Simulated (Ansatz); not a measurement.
C3H5Ga, SMILES `C=[C]1[CH2][GaH]1`. The species carries charge 0 and has multiplicity 1. The structure was optimised at the PBE0-D4/def2-TZVP level.

```xyz
9

C    -1.256   -0.232    1.009
C    -0.251    0.231    0.278
C     0.189   -0.056   -1.136
Ga    1.634    0.438    0.128
H    -2.073   -0.800    0.560
H    -1.316   -0.055    2.078
H     0.052    0.787   -1.819
H    -0.081   -1.001   -1.607
H     3.102    0.688    0.509
```

Problem. What is the dipole moment at ωB97M-V/def2-TZVPP? (Estimate.)

Solution. Ansatz gave: 1.33 D, with components (1.33, 0.08, 0.09) D in this frame, pointing from negative to positive charge.

Problem. And with PBE, r2SCAN, B3LYP? (Estimate.)

Solution. Ansatz gave: PBE 1.05 D, r2SCAN 1.10 D, B3LYP 1.19 D.

Problem. Give the Mulliken charges with ωB97M-V, PBE, r2SCAN in def2-TZVPP. (An estimate is asked.)

Solution. The calculation gave: 
| atom | ωB97M-V | PBE | r2SCAN |
| --- | --- | --- | --- |
| C1 | -0.25 | -0.22 | -0.20 |
| C2 | -0.10 | -0.07 | -0.12 |
| C3 | -0.34 | -0.22 | -0.23 |
| Ga4 | 0.19 | 0.11 | 0.21 |
| H5 | 0.09 | 0.08 | 0.07 |
| H6 | 0.11 | 0.10 | 0.09 |
| H7 | 0.11 | 0.09 | 0.08 |
| H8 | 0.10 | 0.08 | 0.07 |
| H9 | 0.09 | 0.06 | 0.04 |

B3LYP here is the variant with VWN-RPA as its local correlation; programs differ in this.
